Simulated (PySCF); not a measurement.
Isomers of CH6OSi2. Gas-phase values, no solvent. One relaxed conformer stands for each flexible species; it need not be the lowest. Strings in code marks are SMILES. Quantity: electronic energy of isomers of CH6OSi2 relative to `C=[SiH]O[SiH3]` (C–Si–O–Si torsion 1°). Level 1: PBE-D3(BJ)/def2-TZVP // B3LYP-D3(BJ)/def2-TZVP (PySCF). Level 2: TPSSh-D3(BJ)/def2-TZVP // B3LYP-D3(BJ)/def2-TZVP (PySCF).

| case | level 1 (kcal/mol) | level 2 (kcal/mol) |
|---|---|---|
| `C/[SiH]=[SiH]\O` (Si–Si–O–H torsion 132°) | 15.1 | 25.4 |
| `C=[Si](O)[SiH3]` (Si–Si–O–H torsion 180°) | 15.8 | withheld |
| `C=[SiH][SiH2]O` (C–Si–Si–O torsion -11°, Si–Si–O–H torsion -47°) | 18.8 | 25.0 |
| `[SiH3][C@@H]1O[SiH2]1` | 32.2 | 32.6 |
| `CO[SiH]=[SiH2]` (C–O–Si–Si torsion 142°) | 33.5 | 40.5 |
| `O=C[SiH2][SiH3]` (O–C–Si–Si torsion 94°) | 34.8 | 37.7 |
| `OC[SiH]=[SiH2]` (H–O–C–Si torsion -173°, O–C–Si–Si torsion -106°) | 57.9 | 67.8 |

**Question.** Fit level 2 = a + b·x to the 6 complete rows by least squares, with x = level 1 in kcal/mol. Give a, b and the rms residual, and predict the withheld value.

**Answer.** Means of the 6 rows: x̄ = 32.05, ȳ = 38.167 kcal/mol. Σ(x − x̄)² = 1140.8 and Σ(x − x̄)(y − ȳ) = 1158.1, so b = 1.015 and a = ȳ − b·x̄ = 5.64 kcal/mol. The rms residual is 3.54 kcal/mol. At x = 15.8 the line gives 21.7 kcal/mol. The run for `C=[Si](O)[SiH3]` (Si–Si–O–H torsion 180°) gave 22.5 kcal/mol, so the line is off by 0.8 kcal/mol, within twice the rms residual.

Codes: PySCF.
